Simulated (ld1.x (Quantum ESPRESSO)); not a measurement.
# Scattering properties, RRKJ potential for C

| Quantity | Value |
| --- | --- |
| Element | C (Z = 6) |
| Generator | ld1.x (Quantum ESPRESSO) 7.5 |
| Type | norm-conserving RRKJ (Kleinman–Bylander form) |
| Functional | PBEsol |
| Relativity | scalar-relativistic |
| Frozen core | [He] |
| Valence charge | 4 |
| Reference configuration | 2s2 2p2 |
| Partial waves | 2p (bound): rc 2.60 bohr; 2s (bound): rc 0.90 bohr |
| Local potential | the s channel |
| Core correction | Bessel-smoothed model core, default radius (core density twice the valence density) |
| rho0 | 0.02 |

The phase is arctan(r·u′/u) with u = r·R(r), unwrapped; energies in Ry, scanned from -3 to 5 Ry. A pole is an energy at which the radial function vanishes at the test radius. The pseudo phase is shifted by a multiple of π to meet the all-electron one at the reference energy, and phase errors are pseudo minus all-electron; the curves can meet again beyond the range given. Levels narrower than the energy grid can be missing from the lists of poles.

**Question.** For each channel, where are the poles, and over which energies does the pseudopotential scatter like the atom?

**Answer.**

```csv
channel,radius (bohr),reference energy (Ry),"poles, all-electron","poles, pseudo",unbroken range about the reference energy with phases within 0.05 rad,phase error 1 Ry above the reference energy (rad)
s,2.86,-1.00,"-0.79, 3.72","-0.79, 3.67",the whole range,-0.001
p,2.86,-0.38,"-0.11, 3.69","-0.10, 4.50",below 0.8,+0.026
```

Phases in the s channel:

```
E (Ry)  all-electron  pseudo
 -3.00         1.346   1.346
 -2.76         1.333   1.333
 -2.52         1.316   1.316
 -2.28         1.295   1.295
 -2.04         1.265   1.265
 -1.80         1.219   1.219
 -1.56         1.134   1.133
 -1.32         0.883   0.883
 -1.08        -0.704  -0.704
 -0.84        -1.523  -1.523
 -0.60        -1.687  -1.687
 -0.36        -1.771  -1.771
 -0.12        -1.837  -1.838
  0.12        -1.907  -1.908
  0.36        -1.995  -1.996
  0.60        -2.122  -2.125
  0.84        -2.337  -2.343
  1.08        -2.736  -2.752
  1.32        -3.371  -3.395
  1.56        -3.916  -3.933
  1.80        -4.215  -4.226
  2.04        -4.379  -4.386
  2.28        -4.478  -4.484
  2.52        -4.545  -4.551
  2.76        -4.594  -4.599
  3.00        -4.632  -4.637
  3.24        -4.663  -4.668
  3.48        -4.689  -4.694
  3.72        -4.712  -4.717
  3.96        -4.734  -4.739
  4.20        -4.754  -4.760
  4.44        -4.774  -4.782
  4.68        -4.795  -4.804
  4.92        -4.818  -4.829
```
